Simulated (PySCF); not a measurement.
Gas-phase reaction: WO2F2 + H2O ⇌ WO3 + H2 + 2 F

Method: PySCF energies plus ideal-gas RRHO corrections (1 bar). † marks an energy on the PBE0/def2-TZVP geometry and frequencies; other levels use their own. MP2 and CCSD(T) freeze the core. Open shells (unrestricted): F (multiplicity 2, electronic degeneracy 6); the rest are closed-shell singlets. Spin-orbit splitting is ignored; it lowers the true energy and changes the entropy of F. W: scalar-relativistic def2 core potential, no spin-orbit coupling. WO2F2: computed as isolated molecules; such fragments, hydroxides, amides, oligomers or adducts are transient or little studied in the gas. MP2 isn't extrapolated to the basis-set limit; its ΔH°(298 K) is 1022.7 kJ in def2-SVP and 1078.5 kJ in def2-TZVPP. CCSD(T) isn't extrapolated to the basis-set limit; its ΔH°(298 K) is 1000.0 kJ in def2-SVP and 1052.8 kJ in def2-TZVPP. The harmonic model lacks anharmonicity and excited electronic states, which grow with temperature; levels with a mode under 35 cm⁻¹ are left out. Warning, large T1 diagnostic: WO2F2, WO3 (CCSD(T)/def2-TZVPP†).

ΔH° and ΔS° at 298 K: CCSD(T)/def2-TZVPP† 1053 kJ, 230 J/K; HF/def2-TZVP† 861 kJ, 230 J/K; MP2/def2-TZVPP† 1078 kJ, 230 J/K; PBE/def2-SVP 1084 kJ, 228 J/K; PBE0/def2-QZVP† 1076 kJ, 230 J/K; LDA/def2-TZVP† 1242 kJ, 230 J/K.

Problem. With the heat capacities included, give log10 K (1 bar) at 800, 1400, 1800, 2000, 2500 K from CCSD(T)/def2-TZVPP†, HF/def2-TZVP†, MP2/def2-TZVPP†, PBE/def2-SVP, PBE0/def2-QZVP†, LDA/def2-TZVP†.

Solution. 
```tsv
T (K)	CCSD(T)/def2-TZVPP†	HF/def2-TZVP†	MP2/def2-TZVPP†	PBE/def2-SVP	PBE0/def2-QZVP†	LDA/def2-TZVP†
800	-56.4	-43.9	-58.1	-58.6	-57.9	-68.8
1400	-26.8	-19.6	-27.7	-28.1	-27.6	-33.8
1800	-18.0	-12.4	-18.7	-19.0	-18.6	-23.5
2000	-14.9	-9.9	-15.6	-15.8	-15.5	-19.8
2500	-9.3	-5.3	-9.9	-10.1	-9.8	-13.3
```
